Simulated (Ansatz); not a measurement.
H₆N₂Sn (`[NH2][SnH2][NH2]`), one more setting.

```yaml
crystal:
  periodic: [false, false, false]
  atoms:
    - {symbol: N, position_ang: [-1.100394, 0.202315, -1.246275]}
    - {symbol: Sn, position_ang: [0.588492, 0.295381, -0.139623]}
    - {symbol: N, position_ang: [0.055788, -0.764473, 1.497206]}
    - {symbol: H, position_ang: [-0.999704, 0.533702, -2.196463]}
    - {symbol: H, position_ang: [-1.887267, 0.681017, -0.827786]}
    - {symbol: H, position_ang: [1.034659, 1.840937, 0.452850]}
    - {symbol: H, position_ang: [1.810662, -0.384833, -1.130955]}
    - {symbol: H, position_ang: [-0.123262, -1.741833, 1.306853]}
    - {symbol: H, position_ang: [0.709528, -0.708512, 2.266894]}
basis:
  gaussian: {orbitals: x2c-TZVPPall, fitting: {mean_field: cc-pVTZ-jkfit}}
hamiltonian: {xc: {name: HF}}
correlation: {active_space: {window: {electrons: 6, orbitals: 2}}}
output: {forces: true}
```

```sh
$ ansatz run in.yaml --threads 4 --pin off --events-out ev --progress --plain --max-ram 10444MiB
```

Shortened log:

```
Functional definition: HF
Error: <dir> the basis set cc-pVTZ-JKFIT has no functions for Sn
```
